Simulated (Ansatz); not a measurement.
A run on `C[SiH](F)P` with other settings.

```yaml
crystal:
  periodic: [false, false, false]
  atoms:
    - {symbol: C, position_ang: [0.274420, 1.297630, 0.036908]}
    - {symbol: Si, position_ang: [-0.331834, -0.554181, 0.991247]}
    - {symbol: F, position_ang: [0.462400, -0.710593, 2.070390]}
    - {symbol: P, position_ang: [0.438879, -2.180613, -0.814622]}
    - {symbol: H, position_ang: [-0.390191, 1.206802, -0.842393]}
    - {symbol: H, position_ang: [-0.344996, 2.097727, 0.849362]}
    - {symbol: H, position_ang: [0.953135, 1.554665, -0.143224]}
    - {symbol: H, position_ang: [-1.753228, -0.632265, 0.992906]}
    - {symbol: H, position_ang: [-0.553694, -1.403177, -1.917010]}
    - {symbol: H, position_ang: [1.607571, -1.403128, -1.036568]}
basis:
  gaussian: {orbitals: def2-TZVP}
hamiltonian: {xc: {name: RPBE}, dispersion: d3bjatm}
scf: {lower_state_search: off}
output: {forces: true}
```

```sh
$ ansatz run in.yaml --threads 2 --pin off --events-out ev --progress --plain --max-ram 4352MiB
```

Shortened log:

```
Functional definition: RPBE
1122 factors; their error is unknown
mean field evaluation 1: about -20997.5780 eV, gradient 8.2e1 eV
mean field evaluation 2: about -20966.1933 eV, gradient 1.2e2 eV
mean field evaluation 4: about -21012.0966 eV, gradient 8.7e0 eV
mean field evaluation 8: about -21012.3436 eV, gradient 3.8e-2 eV
mean field evaluation 16: about -21012.3305 eV, gradient 2.5e-3 eV
mean field -21012.33054516 eV, -772.1889048654 hartree, gradient 6.7e-6 eV, S^2 0.000000; 0 other end points of the search recorded, 0 dependent functions left out
reference -21012.33058900 eV, -772.1889064767 hartree; 25, 25 occupied and 147, 147 virtual orbitals, 1122 factors
Total energy: -21013.52840414 eV, -772.2329253711 hartree
Atom 0 at     0.274420     1.297630     0.036908 Å, force   -35.590197   -11.760881    11.122460 eV/Å
Atom 1 at    -0.331834    -0.554181     0.991247 Å, force    -6.297818     3.506292   -18.721100 eV/Å
Atom 2 at     0.462400    -0.710593     2.070390 Å, force    10.079485    -2.495496    15.457673 eV/Å
Atom 3 at     0.438879    -2.180613    -0.814622 Å, force    -2.440471     1.483124    -0.155324 eV/Å
Atom 4 at    -0.390191     1.206802    -0.842393 Å, force     0.107834     0.310477     0.151019 eV/Å
Atom 5 at    -0.344996     2.097727     0.849362 Å, force     1.702278    -1.697966    -2.246303 eV/Å
Atom 6 at     0.953135     1.554665    -0.143224 Å, force    32.082352    11.315912    -7.776762 eV/Å
Atom 7 at    -1.753228    -0.632265     0.992906 Å, force    -1.379062     0.011615     0.595824 eV/Å
Atom 8 at    -0.553694    -1.403177    -1.917010 Å, force     1.722670    -1.030672     1.737761 eV/Å
Atom 9 at     1.607571    -1.403128    -1.036568 Å, force     0.012929     0.357594    -0.165250 eV/Å
Dipole moment:    -0.140707     0.187699     0.292695 e Å
Checks for a lower state left out: stability, starts, cluster_reference, orbital_swaps, neighbouring_geometries, increment
```

Hardware: 2 threads of an Arm Neoverse V1 on a shared host. Wall time 1.9 s, peak host memory 0.18 GiB.
